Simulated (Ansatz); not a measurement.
System: HS2, charge -1, singlet. HS2- (parent SMILES [S]S, singlet).
B3LYP-D3(BJ)/def2-TZVP minimum from Ansatz (a first-principles code):
```xyz
3

S      0.9928    -0.4648     0.0070
S     -0.8838     0.4990    -0.0059
H     -1.7439    -0.5473    -0.0190
```
Charge -1, spin multiplicity 1.

Total energies in aug-cc-pV(D+d)Z, 14 correlated electrons, 10 frozen orbitals. Open shells are spin-unrestricted; no spin-orbit coupling. Cores are frozen in correlated methods. No relativity. The spin of HS2- (parent SMILES [S]S, singlet) was assumed, and the state is the lowest solution found for it.

```
method    program  energy (Eh)  minus CCSDT(Q) (mEh)
--------  -------  -----------  --------------------
HF         Ansatz   -795.68342                340.91
MP2        Ansatz   -795.97938                 44.95
CCSD       Ansatz   -796.00939                 14.94
CCSD(T)    Ansatz   -796.02231                  2.03
CCSDT(Q)   Ansatz   -796.02433                  0.00
```

Rough core times of Ansatz's runs on a shared machine: CCSD(T) under 20 s, CCSDT(Q) 90 s.
